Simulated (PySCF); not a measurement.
Molecule: `S1C=CC(S[SiH3])=C1`, C$_{4}$H$_{6}$S$_{2}$Si.

Geometry (Å), atoms numbered from 1 in this order:
```xyz
13

Si    2.6688    0.0197   -0.0064
S     1.0265   -0.8087   -1.1184
C    -0.4168   -0.2134   -0.3048
C    -1.7062   -0.6280   -0.7371
C    -2.6994   -0.0756   -0.0033
S    -2.0959    0.9623    1.2290
C    -0.4733    0.6464    0.7469
H     2.6165    1.4730   -0.1090
H     2.5523   -0.4250    1.3770
H     3.8043   -0.5560   -0.7024
H    -1.8532   -1.3050   -1.5581
H    -3.7578   -0.2090   -0.1052
H     0.3299    1.1199    1.2741
```

Frames of a GFN2-xTB Langevin trajectory at 200 K; GIAO PBE0/pcSseg-1 shieldings in PySCF, gas phase, non-relativistic; equivalent atoms averaged within each frame.

Referencing at the same level of theory: ²⁹Si (σref 349.16), ¹³C (σref 186.93), ¹H (σref 31.72) vs TMS; ³³S (σref 503.73) vs CS2. The references are static minima.

Problem. How do the shifts (ppm) fluctuate along the trajectory?

Solution. 
| time (fs) | Si1 | S6 | S2 | C4 | C5 | C3 | C7 | H12 | H13 | H11 |
| --- | --- | --- | --- | --- | --- | --- | --- | --- | --- | --- |
| optimised geometry | -62.4 | 235 | -119 | 133.6 | 134.6 | 136.7 | 122.8 | 7.26 | 6.41 | 7.11 |
| 250 | -51.3 | 248 | -113 | 138.7 | 138.3 | 126.9 | 117.6 | 7.76 | 6.64 | 6.30 |
| 425 | -57.3 | 247 | -156 | 137.7 | 136.2 | 135.8 | 132.6 | 7.70 | 6.83 | 7.56 |
| 625 | -51.3 | 229 | -142 | 137.1 | 142.6 | 132.9 | 129.3 | 7.75 | 6.65 | 7.38 |
| 800 | -57.2 | 282 | -167 | 140.2 | 137.9 | 129.6 | 139.3 | 6.77 | 7.18 | 7.90 |
| 1000 | -47.8 | 238 | -143 | 136.8 | 132.1 | 137.9 | 135.8 | 7.12 | 6.61 | 7.49 |
| mean of frames | -53.0 | 249 | -144 | 138.1 | 137.4 | 132.6 | 130.9 | 7.42 | 6.78 | 7.33 |
| standard deviation | 4.1 | 20 | 20 | 1.4 | 3.8 | 4.5 | 8.3 | 0.45 | 0.24 | 0.60 |

5 frames give an uncertainty of the mean of about the standard deviation over 2.2 at best, since frames this close in time may not be independent; classical motion lacks zero-point vibration, and the reference would need the same averaging.
